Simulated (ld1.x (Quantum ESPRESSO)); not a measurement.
## Transferability test, RRKJ potential for lithium (Li)

ld1.x (Quantum ESPRESSO) 7.5 input, shortened:

```
&input
   title='Li', zed=3., rel=0, dft='PZ', iswitch=3,
   config='[He] 2s1 2p0'
 /
 &inputp
   pseudotype=2, tm=.false., lloc=-1, rcloc=0.45,
   nlcc=.false.
 /
2
1S  1  0   2.00   0.00  0.50  0.50  0.0
2P  2  1   0.00   0.00  4.20  4.20  0.0
 &test
   configts(1)='1s2 2s1 2p0'
 /
```

Occupied shells without a wave of their own: 2s. They enter only through the test configuration that unscreens the potential.

Energies are relative to the spin-unpolarised reference configuration 1s2 2s1 2p0; without spin polarisation the order of configurations can differ from experiment. Spin-polarised rows fill each open shell by Hund’s rule, majority spin first.

```tsv
valence configuration	charge	ΔE all-electron (eV)	error AE − PS (meV)
1s2 2s0.5 2p0	+0.5	2.044	+0.5
1s2 2s0 2p1	0	1.753	+0.5
1s1 2s1 2p0	+1	67.372	+32
1s2 2s1 2p0 (spin-polarised)	0	-0.233	-0.1
```

Q: What are ΔE and the potential's error for 1s2 2s0 2p0?

A: ΔE = 5.239 eV all-electron; the error (AE − PS) is +1.4 meV.

Q: What are ΔE and the potential's error for 1s2 2s0.5 2p0 (spin-polarised)?

A: ΔE = 1.953 eV all-electron; the error (AE − PS) is +0.5 meV.
